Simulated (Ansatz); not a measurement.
Reaction (redistribution): `CS[SiH](O)F` + `[SiH3][SiH2][GeH3]` → `O[SiH](F)[SiH3]` + `CS[SiH2][GeH3]`

Computed with Ansatz on PBE0-D4/def2-TZVP structures; ΔE is electronic, products minus reactants. CCSD(T)/CBS is the MP2 limit (def2-TZVPP, def2-QZVPP) plus CCSD(T) − MP2 in def2-TZVPP, frozen cores. Functionals use def2-TZVPP. B3LYP here is the variant with VWN-RPA as its local correlation; programs differ in this. For Ge outer-core shells are correlated without core-valence functions, which leaves a few kJ/mol of doubt a bond. Scalar relativity is left out up to krypton. Each species was taken in one conformer, which may not be the lowest.

`CS[SiH](O)F`:

```xyz
10

C    -1.084    0.872    1.176
S    -0.417   -0.795    0.881
Si    0.550   -0.468   -0.967
O     1.523   -1.730   -1.287
F     1.369    0.900   -0.859
H    -1.591    0.835    2.139
H    -1.808    1.146    0.409
H    -0.284    1.608    1.218
H    -0.352   -0.311   -2.121
H     2.092   -2.057   -0.587
```

`[SiH3][SiH2][GeH3]`:

Cartesian coordinates in Å:
```
Si 0.311 1.902 -0.404
Si -0.943 -0.067 -0.291
Ge 0.371 -1.835 0.610
H -0.491 3.023 -0.964
H 1.503 1.689 -1.268
H 0.774 2.280 0.958
H -1.412 -0.447 -1.653
H -2.140 0.144 0.570
H 0.856 -1.468 2.023
H 1.606 -2.081 -0.274
H -0.435 -3.142 0.695
```

`O[SiH](F)[SiH3]`:

Cartesian coordinates in Å:
```
O 1.578 -0.085 -1.080
Si 0.538 0.707 -0.095
F -0.108 1.957 -0.865
Si -1.150 -0.809 0.472
H 2.414 0.329 -1.299
H 1.263 1.300 1.061
H -2.171 -0.126 1.311
H -0.565 -1.933 1.249
H -1.798 -1.340 -0.754
```

`CS[SiH2][GeH3]`:

Z-matrix (Å, degrees):
```
C
S 1 1.816
H 1 1.090 2 111.4
H 1 1.090 2 106.6 3 -118.6
H 1 1.090 2 111.0 3 122.9
Si 2 2.130 1 99.8 3 -62.5
Ge 6 2.383 2 112.1 1 64.4
H 6 1.491 2 110.4 1 -57.9
H 6 1.486 2 105.4 1 -175.8
H 7 1.537 6 110.3 2 63.6
H 7 1.539 6 111.0 2 -175.8
H 7 1.540 6 110.8 2 -56.1
```

Task: Is it downhill or uphill in electronic energy at CCSD(T)/CBS, and by how much? (Estimate.)

Result: Ansatz gave: Uphill: ΔE = +7.2 kcal/mol.

Task: What do these levels give: r2SCAN-D4, PBE0-D4, r2SCAN, PBE0, B3LYP, MP2/CBS(def2)? (An estimate is asked.)

Result: Computed: r2SCAN-D4 8.1, PBE0-D4 7.5, r2SCAN 8.1, PBE0 7.5, B3LYP 6.8, MP2/CBS(def2) 7.1 kcal/mol.

Largest T1 diagnostic among the species: 0.013.
